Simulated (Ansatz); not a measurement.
A nudged elastic band was laid between two geometries of C₃H₆SSi (11 atoms, charge 0, multiplicity 1).

Theory: Ansatz 0.2.0, RKS r2SCAN/STO-3G.

| Property | Result |
| --- | --- |
| movable images | 5 |
| climbing image | yes |
| spring | 5.0 eV/Å² |
| optimiser | quadratic models (default) |
| start path | IDPP |
| force threshold | 0.03 eV/Å |
| iteration limit | 49 |
| end points | relaxed |

Initial state:

```xyz
11
Properties=species:S:1:pos:R:3
C -1.629 1.397 0.565
C -0.757 0.369 0.527
C 0.301 0.201 -0.526
Si 1.391 -1.340 -0.339
S 0.497 1.273 -1.750
H -1.587 2.174 -0.210
H -2.391 1.495 1.346
H -0.809 -0.404 1.310
H 1.010 -2.112 0.824
H 2.776 -0.942 -0.208
H 1.265 -2.169 -1.518
```

Final state:

```xyz
11
Properties=species:S:1:pos:R:3
C -1.620 1.401 0.525
C -0.750 0.371 0.486
C 0.319 0.204 -0.557
Si 1.387 -1.339 -0.300
S 0.519 1.269 -1.785
H -1.570 2.184 -0.243
H -2.388 1.494 1.300
H -0.811 -0.407 1.263
H 2.391 -1.435 -1.334
H 0.553 -2.523 -0.328
H 2.034 -1.277 0.995
```

**Question.** What changes between the two ends?

**Answer.** No bond is made or broken. The dihedral S5–C3–Si4–H10 goes from 59 to -121°.

**Question.** Give the energies along the band, and the barrier.

**Answer.** The run converged. The highest image is number 0 of 0 to 6, 0.0 kJ/mol above the first end and 1.6 kJ/mol above the last; the last end lies 1.6 kJ/mol below the first. The highest image is an end point: on this band no image between the ends rises above it. Between wells the path still climbs a hump at image 4, 0.02 eV above the well before it. Limits of this set-up: minimal basis.

```csv
image,path coordinate (Å),energy (kJ/mol),dihedral S5–C3–Si4–H10 (°)
0,0.00,0.0,59
1,1.00,-0.7,30
2,2.01,-1.6,0
3,3.01,-0.7,-30
4,4.02,0.0,-60
5,5.01,-0.7,-90
6,6.00,-1.6,-121
```

Run time: 3.1 min on 1 CPU thread of a shared host.
